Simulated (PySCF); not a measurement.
# [Zn(Cl)2] (charge 0, multiplicity 1)

The numbers are results of PySCF with TPSSh-D3(BJ)/def2-TZVP // r2SCAN-D4/def2-SVP, not measurements.

```json
{
 "HOMO": "-8.39 eV",
 "dipole_moment": "0.00 D",
 "HOMO–LUMO gap": "6.33 eV",
 "LUMO": "-2.06 eV",
 "charge on the central atom (Mulliken)": "0.62 e",
 "charge on the central atom (meta-Löwdin)": "1.24 e",
 "total_energy": "-73469.60 eV",
 "cost": "about 60 core-seconds (a rough figure)"
}
```

```xyz
3

Zn     0.0000     0.0000     0.0000
Cl     0.8300     1.8609     0.4613
Cl    -0.8300    -1.8609    -0.4613
```
